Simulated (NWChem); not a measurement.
All runs are NWChem calculations. System: CH₂Cl, charge 1, spin multiplicity 1, at the geometry of a parent with another charge or spin, in a state set for the comparison that need not be this species' ground state. Level: PBE/def2-TZVPD.

Input file:

```
start mol
memory heap 200 mb stack 900 mb global 1100 mb
charge 1
geometry units angstroms nocenter noautoz
  C      0.000000     0.000000     1.118342
  Cl     0.000000     0.000000    -0.587217
  H      0.967986     0.000000     1.636316
  H     -0.967986     0.000000     1.636316
  symmetry group C2v
end
basis spherical
  * library def2-tzvpd
end
dft
  xc xpbe96 cpbe96
  semidirect memsize 60000000 filesize 0
  iterations 100
end
task dft energy
```

NWChem printed:

```
             Northwest Computational Chemistry Package (NWChem) 7.3.0
             --------------------------------------------------------

                                NWChem Input Module
                                -------------------

 Scaling coordinates for geometry "geometry" by  1.889725989
 (inverse scale =  0.529177249)

 Turning off AUTOSYM since
 SYMMETRY directive was detected!

                             Geometry "geometry" -> ""
                             -------------------------

 Output coordinates in angstroms (scale by  1.889725989 to convert to a.u.)

  No.       Tag          Charge          X              Y              Z
 ---- ---------------- ---------- -------------- -------------- --------------
    1 C                    6.0000     0.00000000     0.00000000     1.11834200
    2 Cl                  17.0000     0.00000000     0.00000000    -0.58721700
    3 H                    1.0000     0.96798600     0.00000000     1.63631600
    4 H                    1.0000    -0.96798600     0.00000000     1.63631600

 Effective nuclear repulsion energy (a.u.)      45.1236850837

            Nuclear Dipole moment (a.u.)
            ----------------------------
        X                 Y               Z
 ---------------- ---------------- ----------------
     0.0000000000     0.0000000000    -0.0000094486

      Symmetry information
      --------------------

 Group name             C2v
 Group number             16
 Group order               4
 No. of unique centers     3

      Symmetry unique atoms

     1    2    3


 Summary of "ao basis" -> "" (spherical)
 ------------------------------------------------------------------------------
       Tag                 Description            Shells   Functions and Types
 ---------------- ------------------------------  ------  ---------------------
 *                         def2-tzvpd                 on all atoms

  pbe96 is a nonlocal functional; adding pw91lda local functional.

                                 NWChem DFT Module
                                 -----------------

 Summary of "ao basis" -> "ao basis" (spherical)
 ------------------------------------------------------------------------------
       Tag                 Description            Shells   Functions and Types
 ---------------- ------------------------------  ------  ---------------------
 C                         def2-tzvpd               13       37   6s3p3d1f
 Cl                        def2-tzvpd               16       46   6s6p3d1f
 H                         def2-tzvpd                5        9   3s2p

 Summary of "ao basis" -> "ao basis" (spherical)
 ------------------------------------------------------------------------------
       Tag                 Description            Shells   Functions and Types
 ---------------- ------------------------------  ------  ---------------------
 C                         def2-tzvpd               13       37   6s3p3d1f
 Cl                        def2-tzvpd               16       46   6s6p3d1f
 H                         def2-tzvpd                5        9   3s2p

      Symmetry analysis of basis
      --------------------------

        a1         44
        a2         10
        b1         26
        b2         21

            General Information
            -------------------
          SCF calculation type: DFT
          Wavefunction type:  closed shell.
          No. of atoms     :     4
          No. of electrons :    24
           Alpha electrons :    12
            Beta electrons :    12
          Charge           :     1
          Spin multiplicity:     1
          Use of symmetry is: on ; symmetry adaption is: on
          Maximum number of iterations: 100
          AO basis - number of functions:   101
                     number of shells:    39
          Convergence on energy requested:  1.00D-06
          Convergence on density requested:  1.00D-05
          Convergence on gradient requested:  5.00D-04

              XC Information
              --------------
          PerdewBurkeErnzerhof Exchange Functional  1.000
            Perdew 1991 LDA Correlation Functional  1.000 local
           PerdewBurkeErnz. Correlation Functional  1.000 non-local

             Grid Information
             ----------------
          Grid used for XC integration:  medium
          Radial quadrature: Mura-Knowles
          Angular quadrature: Lebedev.
          Tag              B.-S. Rad. Rad. Pts. Rad. Cut. Ang. Pts.
          ---              ---------- --------- --------- ---------
          C                   0.70       49          11.0       434
          Cl                  1.00       88          11.0       590
          H                   0.35       45          11.0       434
          Grid pruning is: on
          Number of quadrature shells:   182
          Spatial weights used:  Erf1

          Convergence Information
          -----------------------
          Convergence aids based upon iterative change in
          total energy or number of iterations.
          Levelshifting, if invoked, occurs when the
          HOMO/LUMO gap drops below (HL_TOL):  1.00D-02
          DIIS, if invoked, will attempt to extrapolate
          using up to (NFOCK): 10 stored Fock matrices.

                    Damping( 0%)  Levelshifting(0.5)       DIIS
                  --------------- ------------------- ---------------
          dE  on:    start            ASAP                start
          dE off:    2 iters        100 iters           100 iters

      Screening Tolerance Information
      -------------------------------
          Density screening/tol_rho:  1.00D-10
          AO Gaussian exp screening on grid/accAOfunc:  14
          CD Gaussian exp screening on grid/accCDfunc:  20
          XC Gaussian exp screening on grid/accXCfunc:  20
          Schwarz screening/accCoul:  1.00D-08

      Superposition of Atomic Density Guess
      -------------------------------------

 Sum of atomic energies:        -498.14885601

 Renormalizing density from      25.00 to     24

      Non-variational initial energy
      ------------------------------

 Total energy =    -485.839961
 1-e energy   =    -744.743886
 2-e energy   =     213.780240
 HOMO         =      -0.790758
 LUMO         =      -0.623288

      Symmetry analysis of molecular orbitals - initial
      -------------------------------------------------

  Numbering of irreducible representations:

     1 a1          2 a2          3 b1          4 b2

  Orbital symmetries:

     1 a1          2 a1          3 a1          4 a1          5 b1
     6 b2          7 a1          8 a1          9 b1         10 a1
    11 b2         12 b1         13 b1         14 b2         15 a1
    16 a1         17 a1         18 b1         19 b2         20 a1
    21 a1         22 b1

------------------------------------------------------------
EAF file 0: "./mol.aoints.0" size=524288 bytes
------------------------------------------------------------
               write      read    awrite     aread      wait
               -----      ----    ------     -----      ----
     calls:        1         0         0         0         0
   data(b): 5.24e+05  0.00e+00  0.00e+00  0.00e+00
   time(s): 0.00e+00  0.00e+00  0.00e+00  0.00e+00  0.00e+00
rate(mb/s): 0.00e+00  0.00e+00
------------------------------------------------------------

   convergence    iter        energy       DeltaE   RMS-Dens  Diis-err    time
 ---------------- ----- ----------------- --------- --------- ---------  ------
 d= 0,ls=0.0,diis     1   -498.5760071481 -5.44D+02  1.64D+00  6.26D+00     1.8
 d= 0,ls=0.0,diis     2   -496.9119178334  1.66D+00  2.30D-02  1.39D+01     2.0
 d= 0,ls=0.0,diis     3   -498.5654923363 -1.65D+00  8.27D-03  2.01D+00     2.1
 d= 0,ls=0.0,diis     4   -498.8906763460 -3.25D-01  1.86D-03  1.01D-01     2.2
 d= 0,ls=0.0,diis     5   -498.8999274342 -9.25D-03  7.89D-04  2.80D-02     2.3
  Resetting Diis
 d= 0,ls=0.0,diis     6   -498.9034797735 -3.55D-03  1.52D-04  1.05D-03     2.5
 d= 0,ls=0.0,diis     7   -498.9036328828 -1.53D-04  3.02D-05  5.49D-06     2.6
 d= 0,ls=0.0,diis     8   -498.9036331356 -2.53D-07  1.23D-05  2.36D-06     2.8
 d= 0,ls=0.0,diis     9   -498.9036331323  3.32D-09  6.95D-06  1.69D-06     2.9

         Total DFT energy =     -498.903633132269
      One electron energy =     -769.194716550348
           Coulomb energy =      258.933482624285
    Exchange-Corr. energy =      -33.766084289918
 Nuclear repulsion energy =       45.123685083713

 Numeric. integr. density =       24.000000439017

     Total iterative time =      2.2s

                  Occupations of the irreducible representations
                  ----------------------------------------------

                     irrep           alpha         beta
                     --------     --------     --------
                     a1                7.0          7.0
                     a2                0.0          0.0
                     b1                3.0          3.0
                     b2                2.0          2.0

                       DFT Final Molecular Orbital Analysis
                       ------------------------------------

 Vector   10  Occ=2.000000D+00  E=-7.056700D-01  Symmetry=a1
              MO Center=  7.5D-18,  3.8D-18,  1.7D-01, r^2= 2.0D+00
   Bfn.  Coefficient  Atom+Function         Bfn.  Coefficient  Atom+Function
  ----- ------------  ---------------      ----- ------------  ---------------
    55      0.412333  2 Cl pz                 9     -0.298583  1 C  pz
    12     -0.217870  1 C  pz                52      0.195267  2 Cl pz
    41     -0.181481  2 Cl s                 46     -0.162095  2 Cl pz
     5     -0.146333  1 C  s                 42     -0.146987  2 Cl s
    58      0.146473  2 Cl pz                40      0.120564  2 Cl s

 Vector   11  Occ=2.000000D+00  E=-6.289175D-01  Symmetry=b2
              MO Center= -3.9D-16, -3.7D-16, -1.4D-01, r^2= 1.4D+00
   Bfn.  Coefficient  Atom+Function         Bfn.  Coefficient  Atom+Function
  ----- ------------  ---------------      ----- ------------  ---------------
    54      0.501552  2 Cl py                51      0.230545  2 Cl py
    57      0.230139  2 Cl py                 8      0.208895  1 C  py
    11      0.199372  1 C  py                45     -0.190251  2 Cl py
    48     -0.085933  2 Cl py                14      0.051552  1 C  py
    68      0.033089  2 Cl d -1              22     -0.027641  1 C  d -1

 Vector   12  Occ=2.000000D+00  E=-5.646846D-01  Symmetry=b1
              MO Center= -3.3D-14,  8.2D-14, -3.2D-01, r^2= 1.6D+00
   Bfn.  Coefficient  Atom+Function         Bfn.  Coefficient  Atom+Function
  ----- ------------  ---------------      ----- ------------  ---------------
    53      0.556556  2 Cl px                56      0.306535  2 Cl px
    50      0.262377  2 Cl px                44     -0.211365  2 Cl px
     7     -0.119743  1 C  px                85     -0.102726  3 H  s
    94      0.102726  4 H  s                 47     -0.095582  2 Cl px
    86     -0.082020  3 H  s                 95      0.082020  4 H  s

 Vector   13  Occ=0.000000D+00  E=-4.659578D-01  Symmetry=b2
              MO Center= -5.0D-16, -6.9D-16,  6.5D-01, r^2= 1.8D+00
   Bfn.  Coefficient  Atom+Function         Bfn.  Coefficient  Atom+Function
  ----- ------------  ---------------      ----- ------------  ---------------
     8      0.428943  1 C  py                11      0.416277  1 C  py
    54     -0.326183  2 Cl py                57     -0.221122  2 Cl py
    14      0.208106  1 C  py                51     -0.155823  2 Cl py
    45      0.120561  2 Cl py                48      0.054773  2 Cl py
    68      0.051511  2 Cl d -1              63      0.042041  2 Cl d -1

 Vector   14  Occ=0.000000D+00  E=-2.919386D-01  Symmetry=a1
              MO Center= -4.7D-15, -1.2D-16,  2.7D-02, r^2= 2.5D+00
   Bfn.  Coefficient  Atom+Function         Bfn.  Coefficient  Atom+Function
  ----- ------------  ---------------      ----- ------------  ---------------
     4      0.518226  1 C  s                 55     -0.413231  2 Cl pz
    58     -0.406488  2 Cl pz                 9     -0.300584  1 C  pz
    12     -0.289699  1 C  pz                42     -0.275751  2 Cl s
    41     -0.239479  2 Cl s                  3      0.230560  1 C  s
    15     -0.192902  1 C  pz                52     -0.185386  2 Cl pz

 Vector   15  Occ=0.000000D+00  E=-1.973369D-01  Symmetry=a1
              MO Center= -7.4D-14,  2.6D-15,  9.5D-01, r^2= 5.6D+00
   Bfn.  Coefficient  Atom+Function         Bfn.  Coefficient  Atom+Function
  ----- ------------  ---------------      ----- ------------  ---------------
     6      1.129722  1 C  s                  5      0.591903  1 C  s
    86     -0.506384  3 H  s                 95     -0.506384  4 H  s
     4     -0.469841  1 C  s                 43      0.269503  2 Cl s
    41     -0.245231  2 Cl s                 30      0.241156  1 C  d  2
    12     -0.217820  1 C  pz                 9     -0.193433  1 C  pz

 center of mass
 --------------
 x =   0.00000000 y =   0.00000000 z =  -0.14721221

 moments of inertia (a.u.)
 ------------------
         114.867043761595           0.000000000000           0.000000000000
           0.000000000000         121.611562206516           0.000000000000
           0.000000000000           0.000000000000           6.744518444921

     Multipole analysis of the density
     ---------------------------------

     L   x y z        total         alpha         beta         nuclear
     -   - - -        -----         -----         ----         -------
     0   0 0 0      1.000000    -12.000000    -12.000000     25.000000

     1   1 0 0      0.000000      0.000000      0.000000      0.000000
     1   0 1 0      0.000000      0.000000      0.000000      0.000000
     1   0 0 1      1.188300      0.594155      0.594155     -0.000009

     2   2 0 0    -11.216221     -8.954187     -8.954187      6.692152
     2   1 1 0     -0.000000     -0.000000     -0.000000      0.000000
     2   1 0 1     -0.000000     -0.000000     -0.000000      0.000000
     2   0 2 0    -12.089442     -6.044721     -6.044721      0.000000
     2   0 1 1     -0.000000     -0.000000     -0.000000      0.000000
     2   0 0 2     -5.664576    -36.259589    -36.259589     66.854601

 Task  times  cpu:        2.9s     wall:        2.9s

 Total times  cpu:        2.9s     wall:        2.9s
```
